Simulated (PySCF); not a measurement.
C₃H₇O, SMILES CC(C)[O], multiplicity 2. Geometry: PBE-D3(BJ)/def2-SVP. The isomer is the one that the SMILES or the coordinates give; other isomers of the formula were not compared.

### Question
Give the equilibrium geometry at PBE-D3(BJ)/def2-SVP (PySCF confirms it by a frequency run) as bond lengths and angles, and its point group. (Estimate from the structure and the level; the computed values follow.)

### Answer
point group Cs.
Atoms: C1 C2 C3 O4 H5 H6 H7 H8 H9 H10 H11. Bonded distances (Å): C1–C2 1.543, C1–H5 1.109, C1–H6 1.108, C1–H7 1.107, C2–C3 1.543, C2–O4 1.353, C2–H8 1.139, C3–H9 1.109, C3–H10 1.108, C3–H11 1.107. Angles (°): C2–C1–H5 109.4, C2–C1–H6 111.7, C2–C1–H7 110.2, H5–C1–H6 108.2, H5–C1–H7 108.2, H6–C1–H7 109.2, C1–C2–C3 113.6, C1–C2–O4 114.1, C1–C2–H8 106.2, C3–C2–O4 114.1, C3–C2–H8 106.2, O4–C2–H8 101.2, C2–C3–H9 109.4, C2–C3–H10 111.7, C2–C3–H11 110.2, H9–C3–H10 108.2, H9–C3–H11 108.2, H10–C3–H11 109.2.
Charge 0, spin multiplicity 2.
